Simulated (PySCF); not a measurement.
Titanium: a sound run and one with changed settings

Sound run: Ti⁺ [Ar] 3d2 4s1, Ti²⁺ [Ar] 3d2. Computed with PySCF 2.14 in Sapporo-DKH3-DZP-2012, with scalar relativity by spin-free X2C-1e. In the sound run the correlated levels freeze [Ar]. The sound run starts from symmetry-adapted Hartree-Fock orbitals and uses a fine grid where one is needed.

Changed run: basis STO-3G, all-electron and non-relativistic. This setting is unsound on purpose.

| species | method | sound run (hartree) | changed run (hartree) | converged |
| --- | --- | --- | --- | --- |
| Ti⁺ | UHF | -852.52197 | -839.44286 | yes |
| Ti⁺ | TPSS | -853.47801 | -840.25804 | yes |
| Ti⁺ | MN15 | -853.81002 | -838.78164 | yes |
| Ti⁺ | MP2 | -852.52928 | -839.44286 | yes |
| Ti²⁺ | UHF | -852.04661 | -838.95528 | yes |
| Ti²⁺ | TPSS | -852.97611 | -839.73608 | yes |
| Ti²⁺ | MN15 | -853.31836 | -838.27307 | yes |
| Ti²⁺ | MP2 | -852.04860 | -838.95528 | yes |

Ionisation energy of Ti⁺:

```
 method  sound run (eV)  changed run (eV)
    UHF          12.935            13.268
   TPSS          13.657            14.203
   MN15          13.379            13.839
    MP2          13.080            13.268
SCS-MP2          12.983            13.268
```

A minimal basis cannot let orbitals breathe on ionisation and holds almost no correlation. The Hamiltonian changed with the basis, so the totals do not compare.

For comparison, NIST gives 13.575 eV between the lowest levels.
